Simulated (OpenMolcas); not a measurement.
d9 ions of charge +2 down a group with 4 fluoride ligands in tetrahedral coordination

* Program: OpenMolcas 26.06
* Method: SS-CASPT2, IPEA 0.25 Eh, imaginary shift 0.1 Eh
* Spin-orbit coupling: RASSI with atomic mean-field integrals over the reference wave functions

The d shell is active; CASPT2 correlates the ligand valence shells and the outer metal core. Anionic complexes are neutralised by point charges behind the ligands. Distances were set from a Shannon-type radius of the metal (high-spin where two are listed) plus a fixed donor radius (F 1.31 Å). Ligand basis ANO-RCC-VDZP, DKH2 Hamiltonian. States (labels of Td). Energies in cm-1 above the lowest state or level, χT in cm3 K/mol; under a threefold ground state the first gap can be a small split of the lowest multiplet, not the spin-orbit step; 10Dq is the gap between the two states; 10Dq is negative for this site. Spin-only χT is S(S+1) / 2 for the spin of the ground state.

| Ion | Shell | R (Å) | Metal basis | Outer charge (e at Å behind ligand) | Ground state | First state of that spin | 10Dq | First gap with spin-orbit (degeneracies) | χT at 300 K | Spin-only χT |
| --- | --- | --- | --- | --- | --- | --- | --- | --- | --- | --- |
| Cu2+ | 3d9 | 1.88 | ANO-RCC-VTZP | 0.5 at 2.6 | 2T2 | 2E 4210 | -4214 | 950 (2, 4) | 0.758 | 0.375 |
| Ag2+ | 4d9 | 2.1 | ANO-RCC-VDZP | 0.5 at 2.8 | 2T2 | 2E 6960 | -6962 | 1830 (2, 4) | 0.509 | 0.375 |

The rows also differ in their metal basis and outer charges, so part of each step comes from that.

|10Dq| changes by a factor of 6962 / 4214 = 1.65 from Cu2+ to Ag2+.

χT departs most from the spin-only value for Cu2+, by +0.383 cm3 K/mol.

Roots that are degenerate in the reference are averaged as groups; the widest CASPT2 spread within a group is 110 cm-1 (the 3-fold group of multiplicity 2 near 0 cm-1 above the lowest state of its run, Ag2+). Shifts and gaps below about the spread of the groups concerned are not significant. An orbital triplet at a regular site is open to Jahn-Teller coupling, which can distort the site and quench the lowest spin-orbit gaps and is left out. Ligand-to-metal charge-transfer states are missing. A single d shell leaves out the double-shell effect, which counts most for late 3d ions, where the CASPT2 field can be off either way by tens of per cent (holds for Cu2+). With one d shell and no ligand orbital active, 10Dq can be off by tens of per cent for divalent 3d ions, low with halides held by bare charges and at times high in hosts (holds for Cu2+). Free-ion shares, where given, are those of the reference states; single-state CASPT2 does not remix them (holds for Cu2+). With one d shell and no ligand orbital active, 10Dq can be off by a tenth or more (holds for Ag2+). No measured value stands beside these numbers; the geometry is a model, was not optimised and need not be the one that this ion takes.
